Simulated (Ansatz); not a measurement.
`OC[Si](O)(O)O`, relaxed with RKS PBE0-D4/def2-TZVP in Ansatz from a PBE-D4/def2-SVP geometry. The force threshold is 0.005 eV/Å; the program also tests the step.

Charge 0, multiplicity 1.

Start:

```xyz
12

O    -0.150    0.226   -2.180
C    -0.942    0.359   -1.002
Si    0.111   -0.078    0.497
O    -0.935   -0.414    1.757
O     0.993   -1.413   -0.022
O     1.311    1.010    0.943
H     0.356   -0.603   -2.056
H    -1.861   -0.282   -1.014
H    -1.312    1.407   -0.952
H    -0.518   -0.728    2.579
H     1.944   -1.354    0.177
H     1.003    1.871    1.274
```

**Question.** How much energy does the relaxation release, and in how many steps? (Best estimate.)

**Answer.** Ansatz gave: 0.12 eV, in 11 steps, 1 of them rejected.

**Question.** Which bonds change most? (Best estimate.)

**Answer.** Computed: Si3–O5 from 1.682 to 1.642 Å; Si3–O6 from 1.680 to 1.643 Å; Si3–O4 from 1.672 to 1.635 Å; C2–H8 from 1.120 to 1.100 Å.

**Question.** Give the relaxed structure. (Best estimate.)

**Answer.** The calculation gave: 
```xyz
12

O    -0.168    0.308   -2.172
C    -0.921    0.342   -0.966
Si    0.132   -0.109    0.510
O    -0.918   -0.386    1.732
O     0.996   -1.442    0.095
O     1.286    0.988    0.914
H     0.328   -0.516   -2.181
H    -1.798   -0.320   -1.017
H    -1.316    1.357   -0.867
H    -0.575   -0.704    2.568
H     1.946   -1.383    0.210
H     1.008    1.867    1.173
```
